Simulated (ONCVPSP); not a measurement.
**How hard is this Ta ONCV potential?**

ONCVPSP 4.0.1 input, shortened (lines: element, Z, core and valence counts, functional; n l f; lmax; l rc ep ncon nbas qcut; lloc lpopt rc5 dvloc0; l nproj debl; icmod fcfact rcfact), PBE, scalar-relativistic:

```
  Ta 73.00   10    4        4      upf
    1    0    2.00
    2    0    2.00
    2    1    6.00
    3    0    2.00
    3    1    6.00
    3    2   10.00
    4    0    2.00
    4    1    6.00
    4    2   10.00
    4    3   14.00
    5    0    2.00
    5    1    6.00
    5    2    3.00
    6    0    1.75
    2
    0    1.90    0.00    4    8    5.00
    1    1.65    0.00    4    7    9.80
    2    2.80    0.00    4    9    6.50
    4    5    1.15    0.00
    0    2    3.60
    1    1    2.90
    2    2    1.30
    3    3.50    1.45
```

**Question.** For each optimised wave give the share of its norm inside rc, the residual kinetic energy above qcut (Ha) and the cutoffs (Ha) for errors of 10, 1, 0.1 and 0.01 mHa per electron.

**Answer.**

```csv
wave,norm inside rc,residual KE,10 mHa,1 mHa,0.1 mHa,0.01 mHa
5s,0.971,1.6e-04,4.4,9.1,18.0,48.4
6s,0.087,2.9e-04,3.9,10.1,20.7,58.7
5p,0.807,1.0e-07,19.9,27.6,33.5,38.1
5d,0.768,2.2e-09,8.9,11.7,14.1,16.1
d projector 2,0.201,1.6e-08,9.3,12.4,15.0,17.0
```

The occupied waves need 28 Ha and 33 Ha for 1 and 0.1 mHa. Note: no bound ghost flagged; GHOST(+) flagged for s at 54.9 eV.
